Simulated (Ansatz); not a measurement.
`[NH2][W](=[O])(=[S])[Cl]`. Total charge 0; spin multiplicity 1. Correlated methods include outer-core shells of W, which these sets cover unevenly. W: def2 effective core potential.

```
atom    x (Å)    y (Å)    z (Å)
  N1  -0.6408  -1.0255  -0.1735
  W2   0.4174   0.5600   0.0552
  O3   1.5937   0.5559  -1.1644
  S4  -0.8633   2.2540  -0.1298
 Cl5   1.4376   0.5649   2.0827
  H6  -1.6277  -1.0858   0.0310
  H7  -0.3169  -1.8236  -0.7013
```

Q: Give the diagnostics of a CCSD(T)/def2-TZVPP run (frozen core, Ansatz). (Best estimate.)

A: The calculation gave: T1 = 0.0221, largest single amplitude 0.041, largest double 0.064, (T) share of the correlation energy 5.8 %, 14 CCSD cycles. The RHF solution is stable towards an unrestricted one. T1 lies over the customary mark of 0.02 for closed shells; compounds of d metals often pass it without a breakdown.
